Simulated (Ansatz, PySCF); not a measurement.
MoS₂ClBr, SMILES [S]=[Mo](=[S])([Cl])[Br], multiplicity 1. Atoms are numbered in the order given.

```xyz
5

Mo     0.0598     0.3673     0.0000
S      1.1501     0.9530     1.7025
S      1.1501     0.9530    -1.7025
Cl    -1.9434     1.4171     0.0000
Br    -0.1431    -2.0299     0.0000
```

Geometry optimised at B3LYP-D3(BJ)/def2-SVP. The spin state was assumed, not searched. The structure was generated by enumeration; whether it is a known compound was not checked. The def2 effective core potentials stand for the cores of Mo; spin–orbit coupling is left out.

Two levels are set side by side: PBE-D3(BJ)/def2-SVP (Ansatz, an electronic-structure program) and B3LYP-D3(BJ)/def2-SVP (Ansatz). Each level has its own optimised geometry; the coordinates shown are those of the second. Frequencies come from the Hessian of PySCF at each geometry. Differences are taken from unrounded values.

```json
[
 {"quantity": "mean bond length (Å)", "B3LYP-D3(BJ)": "2.219", "PBE-D3(BJ)": "2.223", "PBE-D3(BJ) minus B3LYP-D3(BJ)": "0.004"},
 {"quantity": "bond Mo1–S2 (Å)", "B3LYP-D3(BJ)": "2.105", "PBE-D3(BJ)": "2.117", "PBE-D3(BJ) minus B3LYP-D3(BJ)": "0.012"},
 {"quantity": "bond Mo1–S3 (Å)", "B3LYP-D3(BJ)": "2.105", "PBE-D3(BJ)": "2.117", "PBE-D3(BJ) minus B3LYP-D3(BJ)": "0.012"},
 {"quantity": "bond Mo1–Cl4 (Å)", "B3LYP-D3(BJ)": "2.262", "PBE-D3(BJ)": "2.258", "PBE-D3(BJ) minus B3LYP-D3(BJ)": "-0.003"},
 {"quantity": "bond Mo1–Br5 (Å)", "B3LYP-D3(BJ)": "2.406", "PBE-D3(BJ)": "2.400", "PBE-D3(BJ) minus B3LYP-D3(BJ)": "-0.005"},
 {"quantity": "highest harmonic wavenumber (cm⁻¹)", "B3LYP-D3(BJ)": "577", "PBE-D3(BJ)": "561", "PBE-D3(BJ) minus B3LYP-D3(BJ)": "-16"},
 {"quantity": "mean harmonic wavenumber (cm⁻¹)", "B3LYP-D3(BJ)": "285", "PBE-D3(BJ)": "278", "PBE-D3(BJ) minus B3LYP-D3(BJ)": "-7"},
 {"quantity": "zero-point energy (kcal/mol)", "B3LYP-D3(BJ)": "3.67", "PBE-D3(BJ)": "3.58", "PBE-D3(BJ) minus B3LYP-D3(BJ)": "-0.09"}
]
```
